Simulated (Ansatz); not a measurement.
Reaction (redistribution): `[OH][Zr]([F])([F])[F]` + `[NH2][In]([SH])[Br]` → `[OH][Zr]([F])([F])[SH]` + `[NH2][In]([F])[Br]`

Isolated molecules relaxed with PBE0-D4/def2-TZVP in Ansatz; ΔE leaves out vibrations. CBS: MP2 limit from def2 TZ/QZ plus the TZ coupled-cluster correction, frozen cores. DFT in def2-TZVPP. Elements past krypton have def2 core potentials. For Br, In, Zr outer-core shells are correlated without core-valence functions, which leaves a few kJ/mol of doubt a bond. Scalar relativity is left out up to krypton. Each species was taken in one conformer, which may not be the lowest.

```
             level  ΔE (kJ/mol)  difference from CCSD(T)/CBS
       LDA (SPW92)        126.8                          4.9
           PBE0-D4        124.7                          2.8
        r2SCANh-D4        123.7                          1.8
               PBE        120.0                         -1.9
             BHLYP        126.3                          4.4
      MP2/def2-SVP        132.4                         10.5
     CCSD/def2-SVP        134.4                         12.5
     HF/def2-TZVPP        127.2                          5.3
SCS-MP2/def2-TZVPP        125.2                          3.3
CCSD(T)/def2-TZVPP        123.2                          1.3
       CCSD(T)/CBS        121.9                            0
```

Largest T1 diagnostic among the species: 0.017.

Leaving LDA and LC-ωPBE aside and taking each functional with its dispersion term where it has one, the values, not all of them listed here, spread over 8.9 kJ/mol, from B97M-V to BHLYP-D4. LDA lies +6.7 kJ/mol from PBE without D4. From r2SCAN to r2SCAN0 (25 % exact exchange), in def2-TZVPP and without D4, ΔE moves by +3.6 kJ/mol. At CCSD(T), def2-SVP lies +10.8 kJ/mol from the extrapolated value and def2-TZVPP +1.2 kJ/mol.
